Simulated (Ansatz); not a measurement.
`CN[Si](F)(F)F` and `F[Si](F)(F)S` differ in one atom or group.

Ansatz, PBE0-D4/def2-TZVP geometries, multiplicity 1. Each molecule was computed in one conformer, which needn't be the lowest.

| property | `CN[Si](F)(F)F` |
| --- | --- |
| LUMO energy (ωB97M-V/def2-TZVPP) / eV | 2.13 |
| HOMO–LUMO gap (B3LYP/def2-TZVPP) / eV | 7.84 |
| size of the dipole moment (B3LYP/def2-TZVPP) / D | 2.96 |
| size of the dipole moment (PBE/def2-TZVPP) / D | 2.88 |
| LUMO energy (PBE/def2-TZVPP) / eV | -0.23 |
| HOMO energy (ωB97M-V/def2-TZVPP) / eV | -10.16 |

Question: Give the same properties after the change, and the shifts. (Best estimate.)

Answer: Computed: 
| property | `F[Si](F)(F)S` | shift |
| --- | --- | --- |
| LUMO energy (ωB97M-V/def2-TZVPP) / eV | 1.74 | -0.39 |
| HOMO–LUMO gap (B3LYP/def2-TZVPP) / eV | 7.84 | 0.00 |
| size of the dipole moment (B3LYP/def2-TZVPP) / D | 1.57 | -1.39 |
| size of the dipole moment (PBE/def2-TZVPP) / D | 1.49 | -1.39 |
| LUMO energy (PBE/def2-TZVPP) / eV | -1.09 | -0.86 |
| HOMO energy (ωB97M-V/def2-TZVPP) / eV | -10.77 | -0.61 |

The zero-point energy changes by -118.7 kJ/mol with -12 modes. Dipoles are sizes alone; their direction can turn.

B3LYP here is the variant with VWN-RPA as its local correlation; programs differ in this.
